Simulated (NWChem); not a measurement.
C$_{2}$H$_{5}$BO$_{3}$; SMILES C1(OB(O1)O)C

```xyz
11

C     -0.0095    -2.0419    -0.5139
C      0.0097    -0.8950     0.4504
O     -1.0307     0.0628     0.2290
B      0.0302     0.9317     0.0193
O      0.0670     2.2388    -0.2791
O      1.0649     0.0381     0.2178
H      0.8780    -2.6733    -0.3627
H     -0.9097    -2.6529    -0.3541
H     -0.0089    -1.6643    -1.5463
H      0.0102    -1.2281     1.5035
H     -0.8119     2.6232    -0.3564
```
Atoms are numbered in this order, from 1.

Program: NWChem. Pople sets run with spherical d functions. Geometry: optimised at PBE0/def2-SVP. Atomic charges in e: unrestrained fits to the electrostatic potential beside Mulliken populations; buried atoms are poorly determined by the fit.

For level Hartree-Fock/6-31G*:

* **Mulliken C1**: -0.52
* **Mulliken C2**: 0.47
* **Mulliken O3**: -0.67
* **ESP B4**: 1.03
* **Mulliken B4**: 0.90
* **ESP O5**: -0.75
* **Mulliken O5**: -0.73

Estimate the same quantities for level B3LYP/def2-SVP.

Mulliken C1: 0.07
Mulliken C2: 0.33
Mulliken O3: -0.28
ESP B4: 0.84
Mulliken B4: -0.03
ESP O5: -0.64
Mulliken O5: -0.11
